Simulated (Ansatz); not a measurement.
Computed with Ansatz on PBE0-D4/def2-TZVP structures; ΔE is electronic, products minus reactants. CCSD(T)/CBS is the MP2 limit (def2-TZVPP, def2-QZVPP) plus CCSD(T) − MP2 in def2-TZVPP, frozen cores. DFT in def2-TZVPP. B3LYP here is the variant with VWN-RPA as its local correlation; programs differ in this. Each species was taken in one conformer, which may not be the lowest.

Reaction (redistribution): `C=C[SiH](O)Cl` + `COC(=N)[SiH2]F` → `C=C[Si](O)(Cl)OC` + `N=C[SiH2]F`

CCSD(T)/CBS gives -108.1 kJ/mol.

Question: Another level gave -94.0 kJ/mol. Which?
A. r2SCAN-D4/def2-TZVPP
B. B3LYP-D4/def2-TZVPP
C. PBE-D4/def2-TZVPP
D. SCS-MP2/def2-TZVPP

Answer: A. r2SCAN-D4 -94.0, SCS-MP2/def2-TZVPP -106.8, PBE-D4 -85.5, B3LYP-D4 -100.7 kJ/mol.

Largest T1 diagnostic among the species: 0.014.

From PBE to PBE0 (25 % exact exchange), in def2-TZVPP and without D4, ΔE moves by −8.2 kJ/mol. In def2-TZVPP, CCSD(T) changes the Hartree–Fock value by +4.4 kJ/mol (the triples alone add +3.1 kJ/mol) and MP2 by +5.0 kJ/mol. The D4 term adds −5.0 kJ/mol with B3LYP and −3.0 kJ/mol with PBE0; it sums over pairs of atoms, weighted by their polarisabilities, and B3LYP, whose exchange is more repulsive, gets the larger term.
